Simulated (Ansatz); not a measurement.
Other settings, tried on H5Au3 (the lowest singlet isomer of a short search).

```yaml
crystal:
  periodic: [false, false, false]
  atoms:
    - {symbol: Au, position_ang: [0.160818, -1.694354, -0.188877]}
    - {symbol: Au, position_ang: [-0.650113, 0.718540, 0.680965]}
    - {symbol: Au, position_ang: [1.399553, 0.322435, -1.423252]}
    - {symbol: H, position_ang: [2.245849, -0.647977, -2.355529]}
    - {symbol: H, position_ang: [-1.738791, 0.276235, 1.738454]}
    - {symbol: H, position_ang: [-1.158279, 2.085238, 1.219222]}
    - {symbol: H, position_ang: [-0.761690, -2.537436, 0.749159]}
    - {symbol: H, position_ang: [0.502654, 1.477319, -0.420142]}
basis:
  gaussian: {orbitals: def2-mTZVP}
hamiltonian: {xc: {name: B97}, pseudopotentials: {relativity: scalar}}
scf: {lower_state_search: light}
```

```sh
$ ansatz run in.yaml --threads 4 --pin off --events-out ev --progress --plain --max-ram 3916MiB
```

Output, abridged:

```
Functional definition: B97
1342 factors; their error is unknown
mean field evaluation 1: about -11162.2474 eV, gradient 1.7e1 eV
mean field evaluation 2: about -11161.6662 eV, gradient 2.8e1 eV
mean field evaluation 4: about -11162.9427 eV, gradient 1.4e0 eV
mean field evaluation 8: about -11162.9538 eV, gradient 4.5e-2 eV
mean field evaluation 16: about -11163.0566 eV, gradient 1.0e-4 eV
mean field -11163.05656233 eV, -410.2347620740 hartree, gradient 2.1e-5 eV, S^2 0.000000; 0 other end points of the search recorded, 0 dependent functions left out
reference -11163.05659828 eV, -410.2347633953 hartree; 31, 31 occupied and 92, 92 virtual orbitals, 1342 factors
Total energy: -11163.05659828 eV, -410.2347633953 hartree
Relativity: scalar
```

It took 3.4 s on 4 threads of Arm Neoverse V2 on a shared host.

In the def2 sets Au takes a core potential; there is no spin–orbit coupling.
